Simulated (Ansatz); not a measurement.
GeH₆Si₂, SMILES [SiH3][Ge][SiH3] (connectivity only; charge and spin as stated), neutral, multiplicity 1.

Geometry optimised at B3LYP-D3(BJ)/def2-SVP. The structure was generated by enumeration; whether it is a known compound was not checked.

Two levels are set side by side: PBE/def2-SVPD (Ansatz, an electronic-structure program) and CAM-B3LYP/def2-SVPD (Ansatz). Energy differences of separate SCF runs at the same geometry; the states with an electron removed or added have multiplicity 2 and 2. Differences are taken from unrounded values.

```csv
quantity,CAM-B3LYP,PBE,PBE minus CAM-B3LYP
vertical ionisation energy (eV),8.51,8.36,-0.15
vertical electron affinity (eV),1.70,1.72,0.02
vertical singlet–triplet gap (eV),1.12,1.05,-0.07
```
